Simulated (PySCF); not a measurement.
B(I)2(OH) (BHI2O), SMILES OB(I)I. The structure is a stationary point at B3LYP-D3(BJ)/def2-SVP. The def2 effective core potentials stand for the cores of I; spin–orbit coupling is left out. One conformer was computed; it need not be the lowest.

**Question.** Give the equilibrium geometry at B3LYP-D3(BJ)/def2-SVP (PySCF confirms it by a frequency run) as Cartesian coordinates in Å, and its point group. (Estimate from the structure and the level; the computed values follow.)

**Answer.** This is not unique; one that fits is point group Cs.
```xyz
5

B      0.8373    -0.0124     0.0000
I     -0.2350     1.8718     0.0000
I     -0.2208    -1.8795     0.0000
O      2.1719    -0.0446     0.0000
H      2.5980     0.8251     0.0000
```
Charge 0, spin multiplicity 1.
